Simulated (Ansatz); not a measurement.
**Molecular dynamics of Si$_{4}$H$_{26}$C$_{5}$O$_{5}$**

Input file:

```yaml
crystal:
  lattice:
    - [8.763381, 0.0, 0.0]
    - [0.0, 8.763381, 0.0]
    - [0.0, 0.0, 8.763381]
  atoms:
    - { symbol: Si, position: [0.5154141, 0.54391916, 0.31867388] }
    - { symbol: H, position: [0.65010297, 0.47607348, 0.39645731] }
    - { symbol: H, position: [0.37940418, 0.43621692, 0.31859544] }
    - { symbol: H, position: [0.49220284, 0.6942248, 0.38570741] }
    - { symbol: H, position: [0.57531734, 0.58524744, 0.16552554] }
    - { symbol: Si, position: [0.66307006, 0.28637724, 0.71260396] }
    - { symbol: H, position: [0.72253825, 0.44092458, 0.68847823] }
    - { symbol: H, position: [0.537033, 0.31680684, 0.81535309] }
    - { symbol: H, position: [0.60044054, 0.18766861, 0.58742206] }
    - { symbol: H, position: [0.77505662, 0.19143135, 0.80265157] }
    - { symbol: Si, position: [0.96909396, 0.6636107, 0.0608187] }
    - { symbol: H, position: [0.97870458, 0.51166393, -0.03070218] }
    - { symbol: H, position: [0.81010281, 0.67092999, 0.14829561] }
    - { symbol: H, position: [1.09417485, 0.6938898, 0.17823529] }
    - { symbol: H, position: [0.95908432, 0.79915296, -0.04362323] }
    - { symbol: Si, position: [0.85572037, 0.20434562, 0.26535932] }
    - { symbol: H, position: [0.77048898, 0.27313025, 0.14709831] }
    - { symbol: H, position: [0.96327304, 0.3092227, 0.35354237] }
    - { symbol: H, position: [0.74174085, 0.12780759, 0.36672566] }
    - { symbol: H, position: [0.9421645, 0.08064095, 0.19528531] }
    - { symbol: O, position: [0.14682243, 0.56326636, 0.57559983] }
    - { symbol: C, position: [0.01472268, 0.59742165, 0.55675673] }
    - { symbol: H, position: [-0.01309186, 0.71774498, 0.52837398] }
    - { symbol: H, position: [-0.07624109, 0.50109258, 0.56428447] }
    - { symbol: O, position: [0.48126478, 0.96584431, 0.75637608] }
    - { symbol: C, position: [0.46754229, 0.83170505, 0.771426] }
    - { symbol: H, position: [0.49700347, 0.74816485, 0.6818514] }
    - { symbol: H, position: [0.42859135, 0.76984442, 0.87823311] }
    - { symbol: O, position: [0.10676926, -0.00509815, 0.58430966] }
    - { symbol: C, position: [0.15284916, 0.00490475, 0.44710762] }
    - { symbol: H, position: [0.20135954, 0.11575983, 0.40095316] }
    - { symbol: H, position: [0.12319557, -0.07935164, 0.36318693] }
    - { symbol: O, position: [0.48587971, -0.09760919, 0.14562134] }
    - { symbol: C, position: [0.48049307, 0.04144751, 0.14422036] }
    - { symbol: H, position: [0.42952167, 0.10957569, 0.24285533] }
    - { symbol: H, position: [0.53150792, 0.10908411, 0.048535] }
    - { symbol: O, position: [0.30974176, 0.26714701, 1.00181845] }
    - { symbol: C, position: [0.25717924, 0.28227744, 0.87473054] }
    - { symbol: H, position: [0.24784244, 0.39952652, 0.82619541] }
    - { symbol: H, position: [0.22290972, 0.18345426, 0.80583939] }
basis:
  ecutwfc: 420.0
kpoints:
  mp_grid: { grid: [1, 1, 1] }
hamiltonian:
  xc: pbe
  dispersion: d3bj
scf:
  occupations: { method: fermi_dirac, width: 0.02 }
  lower_state_search: "off"
md:
  timestep: 0.5
  n_steps: 230
  ensemble: nvt_langevin
  temperature: 400.0
  initial_velocities: maxwell_boltzmann
  seed: 784991
  friction: 0.02
```

Launched with:

```bash
$ ansatz run input.yaml --threads 1 --pin off --max-ram 3072MiB --backend cpu --events-out ev --progress --plain --runs-dir out
```

It goes on from the last frame of an earlier run, with new velocities.

Output, in part (step lines):

```
md step     0: t =     0.00 fs  T =   390.0 K  F+E_penalty+E_count = -7042.34540096 eV  E_kin = 2.016456 eV  (10 SCF iters)
md step     1: t =     0.50 fs  T =   383.9 K  F+E_penalty+E_count = -7042.26124788 eV  E_kin = 1.984823 eV  (9 SCF iters)
md step     2: t =     1.00 fs  T =   368.1 K  F+E_penalty+E_count = -7042.18703092 eV  E_kin = 1.903224 eV  (8 SCF iters)
md step     3: t =     1.50 fs  T =   347.8 K  F+E_penalty+E_count = -7042.13884934 eV  E_kin = 1.798142 eV  (8 SCF iters)
md step     4: t =     2.00 fs  T =   343.0 K  F+E_penalty+E_count = -7042.11973490 eV  E_kin = 1.773705 eV  (8 SCF iters)
md step     5: t =     2.50 fs  T =   361.6 K  F+E_penalty+E_count = -7042.12033578 eV  E_kin = 1.869615 eV  (6 SCF iters)
md step     6: t =     3.00 fs  T =   376.8 K  F+E_penalty+E_count = -7042.13040382 eV  E_kin = 1.948193 eV  (6 SCF iters)
md step     7: t =     3.50 fs  T =   368.7 K  F+E_penalty+E_count = -7042.13216862 eV  E_kin = 1.906104 eV  (6 SCF iters)
[... lines left out ...]
```

The steps, from the saved trajectory:

```
time (fs)  T (K)  potential energy less start (eV)
      0.0    390                             0.000
      3.5    369                             0.213
      7.0    321                             0.451
     10.5    362                             0.268
     14.0    373                             0.201
     17.5    371                             0.061
     21.0    385                             0.071
     24.5    326                             0.451
     28.0    411                             0.203
     31.5    340                             0.439
     35.0    356                             0.295
     38.5    372                             0.279
     42.0    359                             0.347
     45.5    336                             0.518
     49.0    434                             0.241
     52.5    384                             0.589
     56.0    419                             0.333
     59.5    387                             0.608
     63.0    420                             0.452
     66.5    403                             0.228
     70.0    390                             0.250
     73.5    396                             0.305
     77.0    316                             0.741
     80.5    406                             0.439
     84.0    403                             0.248
     87.5    364                             0.206
     91.0    342                             0.169
     94.5    359                             0.247
     98.0    314                             0.351
    101.5    406                             0.028
    105.0    380                             0.225
    108.5    414                             0.138
    112.0    347                             0.429
```

The run went to its last step. A run of 0.12 ps of so small a system gives no equilibrium averages. Limits of this set-up: coarse k mesh.

Mean squared displacements from the first frame to the last, about the centre of mass: Si 0.12 Å², H 1.06 Å², O 0.18 Å², C 0.37 Å².

Last frame:

```xyz
40
Lattice="8.7634 0.0000 0.0000 0.0000 8.7634 0.0000 0.0000 0.0000 8.7634" Properties=species:S:1:pos:R:3
Si 4.513 5.070 3.015
H 5.983 5.385 3.267
H 4.384 3.944 3.943
H 3.491 6.101 3.314
H 4.484 5.038 1.549
Si 5.760 2.708 6.116
H 6.970 3.049 5.356
H 4.934 3.793 6.836
H 4.863 2.070 5.137
H 6.251 1.792 7.100
Si 8.459 5.637 0.267
H 8.147 4.452 -0.594
H 7.563 5.645 1.318
H 9.889 5.464 0.566
H 7.996 6.885 -0.499
Si 7.745 1.757 2.090
H 7.637 2.895 1.025
H 9.095 1.707 2.646
H 6.731 1.848 3.184
H 7.430 0.480 1.330
O 1.789 5.101 5.412
C 0.608 5.405 5.424
H 0.136 5.908 6.296
H -0.071 5.216 4.546
O 4.037 8.219 6.443
C 4.116 7.081 6.837
H 4.220 6.217 6.126
H 4.225 6.717 7.893
O 0.819 0.163 4.906
C 1.975 -0.266 4.704
H 2.793 0.494 4.720
H 2.164 -1.334 4.656
O 4.562 -0.659 1.556
C 4.273 0.475 1.734
H 3.413 0.787 2.340
H 4.867 1.282 1.171
O 2.460 2.475 8.726
C 2.341 3.050 7.687
H 2.575 4.184 7.531
H 2.036 2.570 6.753
```

Run time: 14 min on 1 thread of Arm Neoverse V1, on a shared host, peak memory 0.59 GiB.
